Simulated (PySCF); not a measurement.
**KSn: from constants to spectrum**

UHF-CCSD(T) constants of KSn, ⁴Σ⁻ (quartet), unpaired electrons σ ↑, π ↑↑ (K x2c-SVPall, Sn x2c-SVPall; spin-free X2C with a Gaussian nucleus (PySCF 2.14); masses 38.9637 and 119.9022 u):

| Property | Result |
| --- | --- |
| ωe | 136.7 cm⁻¹ |
| ωexe | 0.32 cm⁻¹ |
| Be | 0.051869 cm⁻¹ |
| αe | 0.000224 cm⁻¹ |
| De to K + Sn | 1.25 eV |

Question: What force constant and bond length do these constants imply?

Answer: Reduced mass μred = 29.407 u; k = 5.8918×10⁻⁷·μred·ωe² (u, cm⁻¹, mdyn/Å) = 0.324 mdyn/Å; Re = √(16.8576/(μred·Be)) (u, cm⁻¹, Å) = 3.324 Å.

Question: Estimate the centrifugal constant D from the Kratzer relation and find the Dunham coefficient a1.

Answer: D = 4Be³/ωe² = 2.99e-08 cm⁻¹; a1 = −1 − αeωe/(6Be²) = -2.90.

Correlated steps freeze 23 core orbitals. Correlated levels converge slowly with the basis: in double zeta they bind strong bonds too weakly, by up to about 1 eV, and carry superposition errors of some tenths. Spin–orbit coupling is left out, which matters for elements this heavy, above all for dissociation energies. The state is the lowest determinant that a PBE0 search found; another state may lie lower at other levels.
